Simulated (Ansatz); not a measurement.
A short molecular-dynamics run on BCl₃H₂O, SMILES `[OH2+][B-](Cl)(Cl)Cl`.

```yaml
crystal:
  periodic: [false, false, false]
  atoms:
    - {symbol: O, position_ang: [-0.178450, 0.458837, 0.922983]}
    - {symbol: B, position_ang: [-0.112412, -0.352861, -0.519350]}
    - {symbol: Cl, position_ang: [1.228175, -1.549360, -0.228094]}
    - {symbol: Cl, position_ang: [-1.732217, -1.076764, -0.750851]}
    - {symbol: Cl, position_ang: [0.308435, 0.974362, -1.692198]}
    - {symbol: H, position_ang: [0.519505, 0.090063, 1.486858]}
    - {symbol: H, position_ang: [0.028163, 1.387823, 0.734953]}
basis:
  gaussian: {orbitals: "6-31G*"}
magnetization: {spin_polarized: true, initial_magnetization: 0}
hamiltonian: {xc: {name: PBE}, dispersion: d3bjatm}
md: {timestep: 0.5 fs, n_steps: 20, ensemble: nvt_langevin, temperature: 300, initial_velocities: maxwell_boltzmann, friction: 0.01, seed: 864}
```

```sh
$ ansatz run in.yaml --threads 2 --pin off --events-out ev --progress --plain --max-ram 20480MiB --backend cpu
```

```
step  time (fs)  potential energy (eV)  kinetic (eV)  T (K)  conserved (eV)
   0        0.0            -40307.3020        0.2327    257               –
   1        0.5            -40307.2982        0.2312    256               –
   2        1.0            -40307.2828        0.2367    262               –
   3        1.5            -40307.2622        0.2148    237               –
   4        2.0            -40307.2438        0.1963    217               –
   5        2.5            -40307.2325        0.2006    222               –
   6        3.0            -40307.2288        0.2211    244               –
   7        3.5            -40307.2264        0.2206    244               –
   8        4.0            -40307.2203        0.2106    233               –
   9        4.5            -40307.2098        0.1961    217               –
  10        5.0            -40307.1972        0.1754    194               –
  11        5.5            -40307.1821        0.1686    186               –
  12        6.0            -40307.1684        0.1490    165               –
  13        6.5            -40307.1594        0.1333    147               –
  14        7.0            -40307.1553        0.1276    141               –
  15        7.5            -40307.1596        0.1451    160               –
  16        8.0            -40307.1718        0.1567    173               –
  17        8.5            -40307.1837        0.1708    189               –
  18        9.0            -40307.1878        0.1704    188               –
  19        9.5            -40307.1825        0.1539    170               –
  20       10.0            -40307.1703        0.1481    164               –
```

Velocities are drawn at the set temperature; a run this short doesn't reach equilibrium.

Frames (Å, forces in eV/Å):

```xyz
7
time=0.0 fs
O    -0.178    0.459    0.923   -0.906   -0.307    0.064
B    -0.112   -0.353   -0.519   -0.012   -0.109   -0.182
Cl    1.228   -1.549   -0.228    0.330   -0.289    0.083
Cl   -1.732   -1.077   -0.751   -0.368   -0.143   -0.016
Cl    0.308    0.974   -1.692    0.104    0.334   -0.279
H     0.520    0.090    1.487    0.619   -0.251    0.460
H     0.028    1.388    0.735    0.233    0.766   -0.130
7
time=0.5 fs
O    -0.179    0.458    0.922   -0.499   -0.994    0.605
B    -0.113   -0.354   -0.515    0.025   -0.011   -0.267
Cl    1.229   -1.548   -0.227    0.340   -0.307    0.098
Cl   -1.732   -1.077   -0.752   -0.379   -0.153   -0.003
Cl    0.308    0.975   -1.693    0.087    0.285   -0.225
H     0.522    0.083    1.503    0.107   -0.005    0.033
H     0.023    1.383    0.752    0.319    1.185   -0.240
7
time=1.0 fs
O    -0.181    0.458    0.921   -0.087   -1.558    1.113
B    -0.114   -0.356   -0.511    0.057    0.089   -0.352
Cl    1.229   -1.547   -0.226    0.350   -0.325    0.113
Cl   -1.732   -1.078   -0.753   -0.389   -0.163    0.009
Cl    0.308    0.975   -1.695    0.072    0.238   -0.172
H     0.526    0.075    1.519   -0.379    0.234   -0.391
H     0.019    1.380    0.769    0.376    1.485   -0.321
7
time=1.5 fs
O    -0.181    0.457    0.921    0.280   -1.869    1.518
B    -0.114   -0.357   -0.506    0.082    0.185   -0.439
Cl    1.230   -1.546   -0.225    0.361   -0.342    0.129
Cl   -1.731   -1.078   -0.754   -0.395   -0.170    0.024
Cl    0.308    0.975   -1.696    0.057    0.193   -0.119
H     0.530    0.068    1.534   -0.773    0.426   -0.749
H     0.017    1.380    0.786    0.386    1.577   -0.364
7
time=2.0 fs
O    -0.182    0.456    0.920    0.580   -1.887    1.803
B    -0.115   -0.359   -0.501    0.102    0.274   -0.521
Cl    1.230   -1.545   -0.224    0.375   -0.361    0.144
Cl   -1.731   -1.079   -0.755   -0.397   -0.174    0.038
Cl    0.307    0.975   -1.697    0.044    0.153   -0.070
H     0.532    0.062    1.547   -1.050    0.557   -1.015
H     0.015    1.384    0.802    0.346    1.438   -0.377
7
time=2.5 fs
O    -0.183    0.454    0.920    0.816   -1.598    1.976
B    -0.115   -0.360   -0.497    0.122    0.356   -0.601
Cl    1.230   -1.544   -0.223    0.390   -0.382    0.156
Cl   -1.730   -1.080   -0.756   -0.400   -0.177    0.052
Cl    0.307    0.975   -1.699    0.032    0.118   -0.025
H     0.531    0.058    1.558   -1.212    0.617   -1.184
H     0.015    1.392    0.819    0.252    1.066   -0.373
7
time=3.0 fs
O    -0.183    0.452    0.921    0.974   -1.026    2.040
B    -0.115   -0.361   -0.493    0.145    0.429   -0.682
Cl    1.230   -1.543   -0.222    0.402   -0.401    0.165
Cl   -1.730   -1.081   -0.757   -0.403   -0.180    0.066
Cl    0.306    0.975   -1.700    0.021    0.086    0.020
H     0.527    0.056    1.566   -1.252    0.608   -1.245
H     0.014    1.404    0.835    0.113    0.484   -0.364
7
time=3.5 fs
O    -0.183    0.450    0.921    1.035   -0.307    2.016
B    -0.116   -0.362   -0.488    0.165    0.491   -0.766
Cl    1.230   -1.542   -0.222    0.415   -0.420    0.173
Cl   -1.730   -1.082   -0.758   -0.405   -0.182    0.080
Cl    0.305    0.975   -1.702    0.009    0.057    0.065
H     0.521    0.056    1.571   -1.182    0.539   -1.203
H     0.015    1.418    0.850   -0.038   -0.178   -0.365
7
time=4.0 fs
O    -0.183    0.447    0.922    0.997    0.444    1.914
B    -0.116   -0.363   -0.484    0.180    0.542   -0.850
Cl    1.231   -1.540   -0.221    0.428   -0.439    0.179
Cl   -1.730   -1.083   -0.759   -0.405   -0.182    0.093
Cl    0.305    0.974   -1.704   -0.001    0.029    0.109
H     0.512    0.059    1.572   -1.016    0.412   -1.064
H     0.016    1.432    0.864   -0.183   -0.806   -0.382
7
time=4.5 fs
O    -0.182    0.444    0.923    0.839    1.131    1.721
B    -0.116   -0.364   -0.480    0.186    0.584   -0.932
Cl    1.231   -1.539   -0.220    0.440   -0.456    0.184
Cl   -1.729   -1.084   -0.760   -0.402   -0.180    0.107
Cl    0.304    0.974   -1.705   -0.010    0.003    0.153
H     0.502    0.063    1.570   -0.755    0.233   -0.824
H     0.016    1.444    0.875   -0.300   -1.314   -0.409
7
time=5.0 fs
O    -0.182    0.442    0.924    0.563    1.686    1.440
B    -0.117   -0.365   -0.476    0.183    0.618   -1.015
Cl    1.231   -1.538   -0.219    0.450   -0.469    0.188
Cl   -1.729   -1.085   -0.761   -0.393   -0.177    0.120
Cl    0.303    0.974   -1.707   -0.018   -0.024    0.197
H     0.492    0.067    1.565   -0.407    0.014   -0.489
H     0.017    1.453    0.885   -0.378   -1.648   -0.442
7
time=5.5 fs
O    -0.180    0.440    0.925    0.211    2.122    1.103
B    -0.117   -0.366   -0.473    0.172    0.645   -1.092
Cl    1.231   -1.537   -0.219    0.458   -0.480    0.192
Cl   -1.729   -1.086   -0.762   -0.380   -0.171    0.134
Cl    0.302    0.974   -1.709   -0.025   -0.048    0.238
H     0.482    0.070    1.558   -0.012   -0.222   -0.102
H     0.016    1.458    0.894   -0.423   -1.845   -0.472
7
time=6.0 fs
O    -0.179    0.438    0.927   -0.179    2.413    0.746
B    -0.116   -0.367   -0.470    0.151    0.662   -1.163
Cl    1.232   -1.536   -0.218    0.465   -0.490    0.195
Cl   -1.729   -1.087   -0.762   -0.361   -0.163    0.147
Cl    0.300    0.974   -1.711   -0.032   -0.071    0.278
H     0.473    0.073    1.552    0.390   -0.457    0.293
H     0.013    1.458    0.901   -0.435   -1.894   -0.497
7
time=6.5 fs
O    -0.178    0.436    0.928   -0.579    2.549    0.392
B    -0.116   -0.367   -0.467    0.129    0.669   -1.225
Cl    1.233   -1.535   -0.217    0.471   -0.497    0.197
Cl   -1.729   -1.088   -0.763   -0.340   -0.153    0.159
Cl    0.299    0.974   -1.713   -0.038   -0.092    0.317
H     0.466    0.074    1.546    0.775   -0.680    0.673
H     0.009    1.454    0.906   -0.418   -1.795   -0.513
7
time=7.0 fs
O    -0.177    0.434    0.930   -0.947    2.531    0.076
B    -0.116   -0.367   -0.465    0.111    0.667   -1.276
Cl    1.233   -1.534   -0.217    0.474   -0.500    0.198
Cl   -1.729   -1.090   -0.763   -0.323   -0.144    0.169
Cl    0.298    0.974   -1.715   -0.044   -0.110    0.352
H     0.460    0.074    1.542    1.104   -0.864    0.999
H     0.005    1.446    0.910   -0.375   -1.579   -0.517
7
time=7.5 fs
O    -0.176    0.433    0.932   -1.222    2.271   -0.128
B    -0.117   -0.367   -0.462    0.097    0.663   -1.322
Cl    1.234   -1.533   -0.216    0.475   -0.501    0.199
Cl   -1.729   -1.091   -0.764   -0.309   -0.137    0.179
Cl    0.296    0.974   -1.716   -0.049   -0.127    0.385
H     0.456    0.072    1.539    1.309   -0.977    1.205
H     0.000    1.434    0.913   -0.301   -1.192   -0.518
7
time=8.0 fs
O    -0.175    0.432    0.934   -1.348    1.694   -0.158
B    -0.117   -0.366   -0.460    0.086    0.656   -1.360
Cl    1.234   -1.532   -0.216    0.475   -0.500    0.200
Cl   -1.729   -1.092   -0.765   -0.299   -0.131    0.187
Cl    0.295    0.974   -1.718   -0.054   -0.142    0.418
H     0.455    0.068    1.540    1.332   -0.987    1.233
H    -0.006    1.418    0.915   -0.192   -0.590   -0.519
7
time=8.5 fs
O    -0.175    0.432    0.937   -1.321    0.858   -0.020
B    -0.117   -0.366   -0.459    0.079    0.649   -1.386
Cl    1.235   -1.531   -0.215    0.476   -0.500    0.200
Cl   -1.729   -1.093   -0.765   -0.291   -0.126    0.193
Cl    0.293    0.975   -1.719   -0.059   -0.156    0.448
H     0.456    0.061    1.545    1.173   -0.882    1.081
H    -0.012    1.400    0.916   -0.057    0.158   -0.517
7
time=9.0 fs
O    -0.175    0.431    0.939   -1.182   -0.104    0.228
B    -0.118   -0.366   -0.458    0.079    0.643   -1.398
Cl    1.235   -1.530   -0.214    0.474   -0.499    0.200
Cl   -1.729   -1.094   -0.766   -0.285   -0.121    0.198
Cl    0.292    0.975   -1.721   -0.066   -0.169    0.476
H     0.458    0.052    1.551    0.889   -0.686    0.802
H    -0.019    1.384    0.917    0.090    0.936   -0.506
7
time=9.5 fs
O    -0.175    0.430    0.941   -0.967   -1.082    0.535
B    -0.119   -0.365   -0.457    0.086    0.636   -1.399
Cl    1.235   -1.529   -0.214    0.466   -0.493    0.199
Cl   -1.729   -1.095   -0.766   -0.280   -0.118    0.202
Cl    0.291    0.974   -1.723   -0.072   -0.178    0.500
H     0.461    0.040    1.559    0.533   -0.425    0.449
H    -0.026    1.370    0.918    0.234    1.661   -0.485
7
time=10.0 fs
O    -0.176    0.429    0.942   -0.722   -1.948    0.843
B    -0.120   -0.364   -0.457    0.095    0.630   -1.390
Cl    1.236   -1.528   -0.214    0.456   -0.484    0.199
Cl   -1.730   -1.096   -0.767   -0.279   -0.118    0.203
Cl    0.290    0.974   -1.724   -0.076   -0.184    0.520
H     0.465    0.026    1.568    0.166   -0.133    0.078
H    -0.032    1.360    0.918    0.360    2.236   -0.453
```

Run time 40 s (2 threads of an AMD EPYC 7R13 on a shared host); peak host memory 0.2 GiB.
